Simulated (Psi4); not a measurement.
Ir (SMILES [Ir]), quartet (core potentials on Ir). Base run: PBE/def2-SVP in Psi4.

Here is a job for Psi4.
```
memory 2 GB

molecule mol {
0 4
Ir    0.000000    0.000000    0.000000
}

set {
  basis def2-svp
  reference uks
}

energy('pbe')
print_variables()
```

Variants of this job, named by their change:

```
change                        ΔE vs base (mEh)  SCF cycles  grid points  basis functions        outcome
----------------------------  ----------------  ----------  -----------  ---------------  -------------
base                                     0.000          23        20832               32      converged
basis_guess = sto-3g                         -           -            -                -  input refused
df_basis_scf = cc-pvtz-jkfit                 -           -            -               32  input refused
d_convergence = 1e-10                    0.000          27        20832               32      converged
diis_max_vecs = 15                       0.000          20        20832               32      converged
e_convergence = 1e-10                    0.000          24        20832               32      converged
soscf = true                             0.000          18        20832               32      converged
dft_spherical_points = 194              -0.010          23        13380               32      converged
scf_type = mem_df                        0.000          23        20832               32      converged
scf_type = cd                           -0.150          23        20832               32      converged
d_convergence = 1e-8                     0.000          24        20832               32      converged
scf_type = dfdirj+cosx                   0.000          24        20832               32      converged
dft_nuclear_scheme = becke               0.000          23        20832               32      converged
```

Open shells are given as the SCF converged; they aren't shown to be the lowest states, and a large step between rows can be another state.

- basis_guess = sto-3g: ended with `psi4.driver.qcdb.exceptions.BasisSetNotFound: BasisSet::construct: Unable to find a basis set for atom 1 for key BASIS among:`
- df_basis_scf = cc-pvtz-jkfit: ended with `psi4.driver.qcdb.exceptions.BasisSetNotFound: BasisSet::construct: Unable to find a basis set for atom 1 for key JKFIT among:`
